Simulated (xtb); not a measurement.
Cl₂Si, triplet, at a GFN2-xTB geometry (the spin is typed, not shown lowest); GFN1-xTB (xtb 6.7.1).

Here is a job for xtb.
```
$ xtb mol.xyz --gfn 1 --uhf 2 --acc 30 --json

# file mol.xyz
3

Si     0.00116356     0.00485476     0.75153490
Cl     1.13018859     1.35003223    -0.31993995
Cl    -1.13114682    -1.35403027    -0.29897114
```

**Question.** What does xtb print? Leave out banner, timings and long lists.

**Answer.** 
```
   ID    Z sym.   atoms
    1   14 Si     1
    2   17 Cl     2, 3

           -------------------------------------------------
          |                Calculation Setup                |
           -------------------------------------------------

           -------------------------------------------------
          |                 G F N 1 - x T B                 |
           -------------------------------------------------

          ...................................................
          :                      SETUP                      :
          :.................................................:
          :  # basis functions                  30          :
          :  # atomic orbitals                  27          :
          :  # shells                            9          :
          :  # electrons                        18          :
          :  # halogen bonds                     0          :
          :  max. iterations                   250          :
          :  Hamiltonian                  GFN1-xTB          :
          :  restarted?                      false          :
          :  GBSA solvation                  false          :
          :  PC potential                    false          :
          :  electronic temp.          300.0000000     K    :
          :  accuracy                   30.0000000          :
          :  -> integral cutoff          0.2000000E+02      :
          :  -> integral neglect         0.3000000E-06      :
          :  -> SCF convergence          0.3000000E-04 Eh   :
          :  -> wf. convergence          0.6000000E-03 e    :
          :  Broyden damping             0.4000000          :
          :  net charge                          0          :
          :  unpaired electrons                  2          :
          ...................................................

 iter      E             dE          RMSdq      gap      omega  full diag
   1    -10.2960248 -0.102960E+02  0.573E+00    1.81       0.0  T
   2    -10.3263337 -0.303089E-01  0.299E+00    1.91       1.0  T
   3    -10.3271104 -0.776715E-03  0.154E+00    1.89       1.0  T
   4    -10.3271332 -0.228410E-04  0.729E-02    1.90       1.0  T
   5    -10.3271461 -0.128480E-04  0.140E-02    1.90       4.1  T
   6    -10.3271463 -0.246909E-06  0.344E-03    1.90      16.8  T
   7    -10.3271463 -0.452127E-08  0.360E-05    1.90    1604.8  T

   *** convergence criteria satisfied after 7 iterations ***

 transition dipole moment (au) for excitation:           9          10
     X       Y       Z
  -0.6291   0.5261  -0.0024  total (au/Debye):    0.820   2.084
 dE (eV)             :    3.510
 oscillator strength :  0.81783E-01

         :::::::::::::::::::::::::::::::::::::::::::::::::::::
         ::                     SUMMARY                     ::
         :::::::::::::::::::::::::::::::::::::::::::::::::::::
         :: total energy             -10.306989158649 Eh    ::
         :: gradient norm              0.009539284131 Eh/a0 ::
         :: HOMO-LUMO gap              1.896865852974 eV    ::
         ::.................................................::
         :: SCC energy               -10.327146334940 Eh    ::
         :: -> electrostatic           0.000441019008 Eh    ::
         :: repulsion energy           0.021305363498 Eh    ::
         :: dispersion energy         -0.001148187207 Eh    ::
         :: halogen bond corr.         0.000000000000 Eh    ::
         :: add. restraining           0.000000000000 Eh    ::
         :: total charge               0.000000000000 e     ::
         :::::::::::::::::::::::::::::::::::::::::::::::::::::

           -------------------------------------------------
          |                Property Printout                |
           -------------------------------------------------

    * Orbital Energies and Occupations

         #    Occupation            Energy/Eh            Energy/eV
      -------------------------------------------------------------
         1        2.0000           -0.9128768             -24.8406
         2        2.0000           -0.9117236             -24.8093
         3        2.0000           -0.5749143             -15.6442
         4        2.0000           -0.4984171             -13.5626
         5        2.0000           -0.4917833             -13.3821
         6        2.0000           -0.4853127             -13.2060
         7        2.0000           -0.4831062             -13.1460
         8        2.0000           -0.4719178             -12.8415
         9        1.0000           -0.3811613             -10.3719
        10        1.0000           -0.2521776              -6.8621 (HOMO)
        11                         -0.1824690              -4.9652 (LUMO)
        12                         -0.1549757              -4.2171
        13                         -0.0679164              -1.8481
        14                         -0.0627965              -1.7088
        15                         -0.0599715              -1.6319
        16                         -0.0460918              -1.2542
        17                         -0.0430727              -1.1721
        18                         -0.0425428              -1.1576
        19                         -0.0424782              -1.1559
        20                         -0.0361827              -0.9846
        21                         -0.0222517              -0.6055
       ...                                ...                  ...
        27                          0.7905689              21.5125
      -------------------------------------------------------------
                  HL-Gap            0.0697085 Eh            1.8969 eV
             Fermi-level           -0.3219314 Eh           -8.7602 eV

  Mulliken/CM5 charges         n(s)   n(p)   n(d)
     1Si    0.12064  0.03571   1.421  1.781  0.677
     2Cl   -0.06032 -0.01786   1.898  5.139  0.024
     3Cl   -0.06032 -0.01786   1.898  5.139  0.024

Wiberg/Mayer (AO) data.
largest (>0.10) Wiberg bond orders for each atom

 ---------------------------------------------------------------------------
     #   Z sym  total        # sym  WBO       # sym  WBO       # sym  WBO
 ---------------------------------------------------------------------------
     1  14 Si   2.935 --     3 Cl   1.468     2 Cl   1.468
     2  17 Cl   1.557 --     1 Si   1.468
     3  17 Cl   1.557 --     1 Si   1.468
 ---------------------------------------------------------------------------

Topologies differ in total number of bonds
Writing topology from bond orders to xtbtopo.mol

 dipole moment from electron density (au)
     X       Y       Z
   0.0008   0.0031   0.4849  total (Debye):    1.233

           -------------------------------------------------
          | TOTAL ENERGY              -10.306989158649 Eh   |
          | GRADIENT NORM               0.009539284131 Eh/α |
          | HOMO-LUMO GAP               1.896865852974 eV   |
           -------------------------------------------------

normal termination of xtb
```
